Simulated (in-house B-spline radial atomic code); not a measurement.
Response and correlation along the 28-electron series, closed shell [Ar] 3d10; the second-order energy is extrapolated in partial waves. Computed with an all-electron radial atomic-structure program (B-spline basis): relativistic RPA and second-order many-body perturbation theory on Dirac-Hartree-Fock.

```tsv
ion	Z	dipole polarisability (bohr³)	quadrupole polarisability (bohr⁵)	ratio of RPA to uncoupled dipole	second order correlation energy (Eh)	C6 of two such ions (Eh bohr⁶)
Dy38+	66	0.0038166	0.0003052	0.98063	-1.6111	0.00073168
Ho39+	67	0.0035229	0.00027	0.98072	-1.6136	0.00064952
Er40+	68	0.0032569	0.00023941	0.98081	-1.6161	0.00057788
Tm41+	69	0.0030154	0.00021277	0.98091	-1.6187	0.00051526
Yb42+	70	0.0027959	0.0001895	0.98102	-1.6213	0.00046037
Lu43+	71	0.0025959	0.00016913	0.98114	-1.6239	0.00041215
Hf44+	72	0.0024134	0.00015124	0.98126	-1.6266	0.00036969
Ta45+	73	0.0022466	0.00013551	0.98138	-1.6293	0.00033221
W46+	74	0.0020939	0.00012163	0.98151	-1.632	0.00029907
Re47+	75	0.0019539	0.00010937	0.98164	-1.6347	0.00026969
Os48+	76	0.0018253	9.8509e-05	0.98177	-1.6376	0.0002436
Ir49+	77	0.0017071	8.8875e-05	0.98191	-1.6404	0.00022038
Pt50+	78	0.0015982	8.0311e-05	0.98204	-1.6433	0.00019968
Au51+	79	0.0014978	7.2683e-05	0.98218	-1.6463	0.0001812
Hg52+	80	0.0014051	6.5877e-05	0.98232	-1.6493	0.00016467
Tl53+	81	0.0013194	5.9795e-05	0.98246	-1.6523	0.00014985
Pb54+	82	0.0012401	5.4349e-05	0.9826	-1.6555	0.00013655
```

**Question.** How fast does the dipole polarisability fall along the series?

**Answer.** From 0.003817 to 0.00124 bohr³; a fit of its logarithm against log Z from Z = 66 to 82 has slope -5.18.
